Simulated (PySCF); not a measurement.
Be(H)(Et) (C2H6Be), SMILES C[CH2][BeH]. Atoms are numbered in the order given.

```xyz
9

Be    -0.3016     1.6490     0.0000
H     -0.9711     2.8167     0.0000
C      0.5412     0.1884     0.0000
C     -0.3136    -1.0975     0.0000
H      1.2203     0.1775    -0.8741
H      1.2203     0.1775     0.8741
H     -0.9671    -1.1522     0.8837
H     -0.9671    -1.1522    -0.8837
H      0.3056    -2.0085     0.0000
```
Charge 0, spin multiplicity 1.

Geometry optimised at PBE-D3(BJ)/def2-TZVP.

All values below come from PySCF with PBE0/pcJ-1.

Isotropic couplings with Fermi-contact, spin-dipole and both spin-orbit terms, one fixed conformer, no vibrational averaging. Isotopes: 13C, 1H.

```csv
pair,bonds apart,J (Hz)
C3–C4,1,30.9
C3–H5,1,(withheld)
C3–H6,1,(withheld)
C4–H7,1,(withheld)
C4–H8,1,(withheld)
C4–H9,1,(withheld)
H2–C3,2,(withheld)
C3–H7,2,(withheld)
C3–H8,2,(withheld)
C3–H9,2,(withheld)
C4–H5,2,-5.6
C4–H6,2,-5.6
H5–H6,2,-17.5
H7–H8,2,-14.8
H7–H9,2,-13.9
H8–H9,2,-13.9
H2–C4,3,-0.7
H2–H5,3,-1.9
H2–H6,3,-1.9
H5–H7,3,17.0
H5–H8,3,3.2
H5–H9,3,5.8
H6–H7,3,3.2
H6–H8,3,17.0
H6–H9,3,5.8
```

### Question
Some entries are withheld; supply them. (Estimate from the structure and the level; the computed values follow.)

### Answer

- C3–H5, J (Hz): 110.8
- C3–H6, J (Hz): 110.8
- C4–H7, J (Hz): 124.2
- C4–H8, J (Hz): 124.2
- C4–H9, J (Hz): 127.9
- H2–C3, J (Hz): 20.5
- C3–H7, J (Hz): -1.8
- C3–H8, J (Hz): -1.8
- C3–H9, J (Hz): -4.6
